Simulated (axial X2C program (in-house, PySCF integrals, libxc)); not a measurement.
**Worked dissociation energy of BeC: PBE0, two-component**

Calculated with an axial X2C code built on PySCF integrals. Two-component (2c) means X2C with spin–orbit coupling and atomic mean-field two-electron Coulomb and Gaunt terms. Basis: C dyall-v3z [7s6p2d1f], Be dyall-cv3z [8s8p3d1f] (cores contracted in-house); Gaussian nuclei, density fitting, unrestricted open shells. Masses: C 12.000 u, Be 9.012 u.

Molecular state: Ω = 1 (⟨Sz⟩ = 1.00, ⟨Lz⟩ = 0.00 at PBE0).

```
E(C) (2M_J = 2)  : -37.821142 hartree
E(Be) (2M_J = 0) : -14.638860 hartree
E(BeC) at Re     : -52.556423 hartree
ωe               : 930.7 cm⁻¹
ωexe             : 8.38 cm⁻¹
```

Task: Work out De and D0.

Result: De = -37.821142 + (-14.638860) − (-52.556423) = 0.09642 hartree = 2.624 eV. The zero-point energy is ωe/2 − ωexe/4 = 463 cm⁻¹ = 0.057 eV, so D0 = 2.566 eV.

Occupations by symmetry block were frozen at the best pattern of an incomplete PBE0 search. De is counted from the lowest determinant-based energies of the atoms at the same level, without counterpoise correction. Density functionals use the spin component along the axis (collinear). In 2c an atomic determinant is not the ground J level, so De misses part of the atomic spin–orbit lowering. This holds for PBE0. Other states lie close and PBE0, whose exact exchange favours high spin, may order them wrongly; the determinant shown need not be the ground state. The nearest other 2c determinant of the search, Ω = 2, lies 0.21 eV up at the distance of the search. Without a current term, density functionals place determinants with orbital angular momentum somewhat too high. With several unpaired electrons one determinant need not be a pure state. Open-shell Ω = 0 determinants with evenly filled partner blocks cannot be reached by this program, so the Ω shown need not be the lowest component. This is the Ω = 1 component of a π² triplet; the 0⁺ component is not one determinant and can lie lowest. The determinant is spin-polarised beyond a pure state at some levels (its spin-free form has ⟨S²⟩ too high), which makes Re and μ there less reliable.

Each atomic determinant is the lowest at this level and need not be a pure J level. Totals compare only within one Hamiltonian and basis.
